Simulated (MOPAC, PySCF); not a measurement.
CH$_{5}$AlSi, SMILES `C=[SiH][AlH2]` (C–Si–Al–H torsion 0°), neutral singlet in the gas phase. 

Z-matrix (Å, degrees):
```
Si
C 1 1.7209
H 2 1.0852 1 124.15
H 2 1.0853 3 114.86 1 180.00
H 1 1.4884 2 116.49 3 0.00
Al 1 2.4163 5 125.07 2 -179.94
H 6 1.5854 1 116.74 5 -179.95
H 6 1.5855 7 121.34 1 179.97
```
Charge 0, spin multiplicity 1.

All levels are single points at this geometry (PBE0-D3(BJ)/def2-TZVP); Pople sets use spherical d functions. Orbital energies aren't observables, and empty levels follow the basis.

PBE/6-31G* in PySCF gives HOMO (eV) = -5.66.

Question: Estimate the HOMO (eV) from each of these levels: PBE0-D3(BJ)/def2-TZVP in PySCF; B3LYP/3-21G in PySCF; B3LYP/6-31G* in PySCF; B3LYP/LANL2DZ in PySCF; M06-2X/6-31G* in PySCF; SVWN5/6-31G* in PySCF; HF/3-21G in PySCF; HF/6-31G* in PySCF; HF/STO-3G in PySCF; AM1 in MOPAC; PM6 in MOPAC; PM7 in MOPAC.

Answer: 
```csv
level,HOMO (eV)
PBE0-D3(BJ)/def2-TZVP in PySCF,-6.68
B3LYP/3-21G in PySCF,-6.39
B3LYP/6-31G* in PySCF,-6.28
B3LYP/LANL2DZ in PySCF,-6.49
M06-2X/6-31G* in PySCF,-7.45
SVWN5/6-31G* in PySCF,-5.78
HF/3-21G in PySCF,-8.39
HF/6-31G* in PySCF,-8.26
HF/STO-3G in PySCF,-4.94
AM1 in MOPAC,-9.25
PM6 in MOPAC,-8.37
PM7 in MOPAC,-9.39
```
